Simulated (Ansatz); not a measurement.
GaH3OSSi (`[O]1[SiH2][S][GaH]1`) at its PBE0-D4/def2-TZVP geometry, where that method's forces vanish. Charge 0, multiplicity 1.

```xyz
7

O     0.8254    0.2774    0.7922
Si    0.6950   -0.3798   -0.7124
S    -1.4633   -0.2724   -0.9126
Ga   -0.9598    0.5608    1.0652
H     1.3735    0.4254   -1.7579
H     1.1725   -1.7832   -0.7756
H    -1.6433    1.1719    2.3011
```

(1) What forces (eV/Å) does PBE-D4/def2-TZVPP give on these atoms in the Gaussian-basis code of Ansatz? (Best estimate.)

Results:

(1) Computed: 
```
O1   0.553  0.171  0.497
Si2 -0.009 -0.157 -0.355
S3  -0.310 -0.094 -0.276
Ga4 -0.351  0.118  0.195
H5   0.085  0.092 -0.123
H6   0.062 -0.164 -0.009
H7  -0.030  0.034  0.070
```
